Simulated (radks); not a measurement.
Spin polarisation of the 4f9 shell in the terbium ion Tb+. Start: [Xe] 4f(up 4.5, down 4.5) 6s(up 0.5, down 0.5); electrons of 4f are moved from spin down to spin up, other shells keep equal spins. Calculated with a radial shooting solver on a logarithmic mesh with Libxc functionals: scalar-relativistic Kohn-Sham, BLYP, spin-polarised, spherical densities, point nucleus.

moment (Bohr magnetons)  E - E(0) (eV)  e(4f up) (eV)  e(4f down) (eV)  6s down minus up (eV)  5p down minus up (eV)  5s down minus up (eV)
0                                0.000         -9.204           -9.204                 0.000                  0.000                 0.000
1                               -0.178         -9.545           -8.834                  0.037                  0.304                  0.420
2                               -0.710         -9.854           -8.436                  0.074                  0.608                  0.841
3                               -1.596        -10.131           -8.008                  0.112                  0.912                  1.260
4                               -2.833        -10.373           -7.552                  0.151                  1.217                  1.680
5                               -4.417        -10.577           -7.066                  0.190                  1.521                  2.098

At moment 5 the spin-polarisation energy is -4.417 eV and the 4f exchange splitting 3.510 eV, that is 0.702 eV per Bohr magneton; E = -I m^2/4 would give I = 0.707 eV.
